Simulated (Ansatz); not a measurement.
Cost and result for the atomization energy of `B[Se][SiH2]Cl` (8 atoms, 7 bonds).

The species carries charge 0 and has multiplicity 1. Correlated methods include outer-core shells of Se, which these sets cover unevenly. Scalar relativity is left out up to krypton. All single points use the PBE0-D4/def2-TZVP geometry. It is one conformer, not always the lowest. Program: Ansatz. All runs use 4 threads of an Arm Neoverse V1 on a shared host. Times are those of one run each, without the atoms' runs, and a repeat can differ threefold. Electronic energies, without spin–orbit coupling; frozen cores. CCSD(T)/CBS adds CCSD(T) − MP2 in def2-TZVPP to the MP2 limit, and its time is that of the two runs behind it. T1 = 0.012. With those shells the extrapolation isn't a true limit. B3LYP takes the VWN-RPA correlation (the form of Gaussian; ORCA's B3LYP/G).

CCSD(T)/CBS is a level of theory with its own doubt, some kJ/mol a heavy atom from the limit and from the frozen cores, so smaller differences don't rank the functionals.

```tsv
level	functions	wall time
PBE-D4/def2-TZVPP (with forces)	219	2.4 s
PBE0-D4/def2-TZVPP	219	3 s
r2SCAN-D4/def2-TZVPP (with forces)	219	4.8 s
B3LYP-D4/def2-TZVPP (with forces)	219	4.9 s
B2PLYP/def2-TZVPP	219	5 s
ωB97X-V/def2-TZVPP	219	8 s
ωB97M-V/def2-TZVPP (with forces)	219	12 s
MP2/def2-QZVPP	406	18 s
CCSD(T)/def2-TZVPP	219	98 s
CCSD(T)/CBS(def2)	–	120 s
```

What atomization energy does each give, and how far from CCSD(T)/CBS? (Best estimate.)

Ansatz gave: 
```json
{"level": "PBE-D4/def2-TZVPP (with forces)", "atomization (kJ/mol)": "2504.6", "difference from CCSD(T)/CBS": "8.3", "per bond": "1.2"}
{"level": "PBE0-D4/def2-TZVPP", "atomization (kJ/mol)": "2488.0", "difference from CCSD(T)/CBS": "-8.3", "per bond": "-1.2"}
{"level": "r2SCAN-D4/def2-TZVPP (with forces)", "atomization (kJ/mol)": "2513.0", "difference from CCSD(T)/CBS": "16.7", "per bond": "2.4"}
{"level": "B3LYP-D4/def2-TZVPP (with forces)", "atomization (kJ/mol)": "2482.1", "difference from CCSD(T)/CBS": "-14.2", "per bond": "-2.0"}
{"level": "B2PLYP/def2-TZVPP", "atomization (kJ/mol)": "2453.9", "difference from CCSD(T)/CBS": "-42.4", "per bond": "-6.1"}
{"level": "ωB97X-V/def2-TZVPP", "atomization (kJ/mol)": "2506.5", "difference from CCSD(T)/CBS": "10.2", "per bond": "1.5"}
{"level": "ωB97M-V/def2-TZVPP (with forces)", "atomization (kJ/mol)": "2494.1", "difference from CCSD(T)/CBS": "-2.2", "per bond": "-0.3"}
{"level": "MP2/def2-QZVPP", "atomization (kJ/mol)": "2501.1", "difference from CCSD(T)/CBS": "4.8", "per bond": "0.7"}
{"level": "CCSD(T)/def2-TZVPP", "atomization (kJ/mol)": "2423.3", "difference from CCSD(T)/CBS": "-73.0", "per bond": "-10.4"}
{"level": "CCSD(T)/CBS(def2)", "atomization (kJ/mol)": "2496.3", "difference from CCSD(T)/CBS": "0.0", "per bond": "0.0"}
```

From PBE to PBE0 (25 % exact exchange), in def2-TZVPP and without D4, the atomization energy moves by −13.4 kJ/mol: exact exchange takes away binding that semilocal exchange gives to molecules. The D4 term adds +35.9 kJ/mol with B3LYP and +18.7 kJ/mol with PBE0; it sums over pairs of atoms, weighted by their polarisabilities, and B3LYP, whose exchange is more repulsive, gets the larger term. In def2-TZVPP, CCSD(T) changes the Hartree–Fock value by +527.7 kJ/mol (the triples alone add +36.3 kJ/mol) and MP2 by +563.0 kJ/mol; breaking electron pairs costs correlation energy, which Hartree–Fock lacks.
